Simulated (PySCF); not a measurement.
**Static response to an electric field**

Species: C5H4O2.
Numbering: `[CH:1]#[C:2]/[CH:3]=[CH:4]/[C:5](=[O:6])[OH:7]` (hydrogens: H8 on C1; H9 on C3; H10 on C4; H11 on O7)

Structure used (PBE0-D3(BJ)/def2-SVP), in Å, numbered top down from 1:
```xyz
11
C5H4O2 angstrom
C      3.1547   -0.2243   -0.4278
C      1.9941   -0.3260   -0.0858
C      0.6505   -0.4776    0.3351
C     -0.3568    0.3519    0.0079
C     -1.7155    0.0702    0.5148
O     -2.0182   -0.8639    1.2151
O     -2.5994    0.9878    0.1018
H      4.1802   -0.1303   -0.7351
H      0.4084   -1.3364    0.9742
H     -0.2096    1.2304   -0.6232
H     -3.4572    0.7307    0.4732
```

Level: PBE0/def2-SVPD (PySCF), static field, nuclei fixed, core orbitals frozen in the response. The polarisability tensor in these axes (au):

```
x   119.18  -8.38 -12.76
y    -8.38  52.99  -6.49
z   -12.76  -6.49  47.88
```

Question: Give the principal values, the mean and the anisotropy Δα = √{½[(α1 − α2)² + (α2 − α3)² + (α1 − α3)²]}.

Answer: Principal values 40.50, 57.41 and 122.14 au; mean 73.35 au = 10.87 Å³ = 12.09 × 10⁻⁴⁰ C²·m²/J; Δα = 74.63 au (102 % of the mean).

Question: What is the dipole moment, and where does it point?

Answer: (0.84, 1.10, -0.94) D, 1.68 D in size, pointing from the negative to the positive side. Measured along this direction, the outermost atoms are O6 at the negative end and H8 at the positive end.

Question: What depolarisation ratio follows for Rayleigh scattering of linearly polarised light, taking the static tensor?

Answer: ρ = 3Δα²/(45ᾱ² + 4Δα²) = 16710.6/(242116 + 22280.8) = 0.0632.

Question: Refractivity n − 1 of an ideal gas of it at 298.15 K and 1 atm, from the electronic α?

Answer: N = p/kT = 2.4615 × 10¹⁹ cm⁻³, so n − 1 = 2π × N × 10.87 × 10⁻²⁴ cm³ = 1681 × 10⁻⁶ at long wavelengths, for an ideal gas.

Question: Find the Langevin capture rate constant for H3O+ (19.018 u) meeting this molecule (96.021 u), k = 2.342 × 10⁻⁹ cm³/s × √(α in Å³ / reduced mass in u).

Answer: The reduced mass is 15.87 u, so k = 1.94 × 10⁻⁹ cm³/s. The formula leaves out the permanent dipole, which adds to the capture rate.

Geometry: PBE0-D3(BJ)/def2-SVP, one conformer, isolated molecule.
